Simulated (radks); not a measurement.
Valence configurations of Ar3+ (all share [Ne]). Calculated with a radial shooting solver on a logarithmic mesh with Libxc functionals: Dirac Kohn-Sham, LDA (Slater exchange, Perdew-Wang correlation), spin-unpolarised, spherical densities, point nucleus; open shells fill j = l - 1/2 first. Energies are relative to 3s2 3p3; eigenvalues in eV.

valence      E (eV)  e(3p1/2)  e(3p3/2)  e(3s1/2)
3s2 3p3       0.000   -50.153   -49.900   -65.460
3s1.5 3p3.5   7.785   -50.401   -50.146   -65.728
3s1 3p4      15.582   -50.645   -50.389   -65.992
3s0.5 3p4.5  23.388   -50.885   -50.628   -66.252
3p5          31.206   -51.122   -50.864         -

NIST lists [Ne] 3s2 3p3 as the ground configuration; this level of theory agrees among the configurations tried. The energies are those of spherical spin-averaged densities, not of single terms.
